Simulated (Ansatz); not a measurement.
PBE exchange is replaced step by step with exact exchange (0 % is PBE, 25 % PBE0; no dispersion term), basis def2-TZVP, Ansatz. System: MnBr₂. The state is a sextet with charge 0. Geometry: B3LYP-D4/def2-TZVP.

Geometry of the sextet:

| atom | x (Å) | y (Å) | z (Å) |
| --- | --- | --- | --- |
| Mn1 | -0.002 | -0.001 | 0.000 |
| Br2 | 0.854 | -1.844 | 1.155 |
| Br3 | -0.853 | 1.845 | -1.155 |

HOMO and LUMO are taken over both spins.

| exact exchange (%) | HOMO (eV) | LUMO (eV) | gap (eV) | ⟨S²⟩ |
| --- | --- | --- | --- | --- |
| 0 | -6.73 | -4.50 | 2.23 | 8.766 |
| 5 | -7.04 | -4.17 | 2.86 | 8.767 |
| 10 | -7.33 | -3.88 | 3.45 | 8.767 |
| 15 | -7.61 | -3.59 | 4.02 | 8.768 |
| 25 | -8.15 | -3.02 | 5.13 | 8.768 |
| 50 | -9.47 | -1.76 | 7.71 | 8.768 |

Q: Estimate the row for 35 %.

A: 
```csv
exact exchange (%),HOMO (eV),LUMO (eV),gap (eV),⟨S²⟩
35,-8.68,-2.48,6.20,8.768
```
